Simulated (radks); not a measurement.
The numbers below are computed, except where a source is named.
Valence configurations of neutral tellurium (all share [Kr]). Level of theory: scalar-relativistic Kohn-Sham, r2SCAN, spin-unpolarised, spherical densities, finite nucleus; meta-GGA in the generalised Kohn-Sham scheme; Fermi nuclear charge, rms radius 4.7423 fm (a radial shooting solver on a logarithmic mesh with Libxc functionals). Energies are relative to 4d10 5s2 5p4; eigenvalues in eV.

valence           E (eV)    e(4d)   e(5p)    e(5s)
4d10 5s2 5p4       0.000  -42.695  -6.165  -15.615
4d10 5s1.5 5p4.5   4.741  -43.391  -6.458  -15.976
4d10 5s1 5p5       9.514  -44.072  -6.740  -16.323
4d10 5s0.5 5p5.5  14.320  -44.740  -7.012  -16.657
4d9.5 5s2 5p4.5   18.891  -45.792  -6.731  -16.578
4d9.5 5s1 5p5.5   28.799  -47.121  -7.286  -17.261
4d9 5s2 5p5       39.047  -48.880  -7.290  -17.520
4d9 5s1.5 5p5.5   44.176  -49.529  -7.563  -17.856
4d8.5 5s2 5p5.5   60.466  -51.960  -7.841  -18.444
4d8.5 5s1.5 5p6   65.780  -52.590  -8.106  -18.769

NIST lists [Kr] 4d10 5s2 5p4 as the ground configuration; this level of theory agrees among the configurations tried. The energies are those of spherical spin-averaged densities, not of single terms.
